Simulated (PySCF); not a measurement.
C₂H₇BrGe, SMILES [CH3][GeH]([CH3])[Br]. Geometry: PBE-D3(BJ)/def2-SVP.

Level of theory: PBE-D3(BJ)/def2-SVP (PySCF).

Harmonic wavenumbers (cm⁻¹): 121, 126, 135, 151, 172, 284, 572, 589, 604, 638, 729, 813, 824, 828, 1199, 1205, 1373, 1380, 1380, 1390, 2067, 2984, 2985, 3090, 3091, 3106, 3106. Rotational constants (GHz): 4.594, 1.542, 1.285; symmetry number 1.

Task: Work out the zero-point energy and the ideal-gas rigid-rotor harmonic-oscillator thermochemistry at 298.15 K and 1 atm.

Result: ZPE = ½ Σ hcν = ½ × 34941 cm⁻¹ = 208.99 kJ/mol. H − E(el) = 231.42 kJ/mol. Entropy in J/(mol K): translation 173.76, rotation 116.98, vibration 76.85, total 367.59. G − E(el) = 121.83 kJ/mol. Cp = 112.23 J/(mol K). Modes under 150 cm⁻¹ make the vibrational entropy uncertain.
